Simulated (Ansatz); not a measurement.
H8Si8, SMILES `[SiH]12[SiH]3[SiH]4[SiH]1[SiH]1[SiH]2[SiH]3[SiH]41`, relaxed with RKS PBE0-D4/def2-TZVP in Ansatz from a GFN2-xTB geometry. The force threshold is 0.005 eV/Å; the program also tests the step.

The species carries charge 0 and has multiplicity 1.

Start:

```xyz
16

Si    2.036    0.185    0.320
Si    0.469    1.988    0.329
Si   -1.024    0.684    1.662
Si    0.543   -1.119    1.653
Si   -0.469   -1.989   -0.329
Si    1.024   -0.684   -1.662
Si   -0.543    1.120   -1.653
Si   -2.035   -0.185   -0.320
H     3.484    0.315    0.547
H     0.803    3.403    0.563
H    -1.753    1.171    2.845
H     0.929   -1.915    2.829
H    -0.801   -3.403   -0.563
H     1.753   -1.170   -2.845
H    -0.930    1.916   -2.829
H    -3.484   -0.316   -0.548
```

```
step  energy (eV)  largest force (eV/Å)  largest move (Å)
   1  -63127.6593                 0.551             0.000
   2  -63127.6943                 0.106             0.013
   3  -63127.6966                 0.007             0.007
   4  -63127.6966                 0.000             0.001
```

End:

```xyz
16

Si    2.023    0.184    0.318
Si    0.466    1.976    0.327
Si   -1.018    0.680    1.652
Si    0.539   -1.112    1.643
Si   -0.466   -1.976   -0.327
Si    1.018   -0.680   -1.652
Si   -0.539    1.112   -1.643
Si   -2.023   -0.184   -0.318
H     3.490    0.317    0.548
H     0.804    3.408    0.564
H    -1.756    1.173    2.850
H     0.930   -1.919    2.834
H    -0.804   -3.408   -0.564
H     1.756   -1.173   -2.850
H    -0.930    1.919   -2.834
H    -3.490   -0.317   -0.548
```

Hardware: 3 threads of an AMD EPYC 7R13 on a shared host and a share of an NVIDIA H100 80 GB. Wall time 12 s, peak host memory 1.1 GiB.
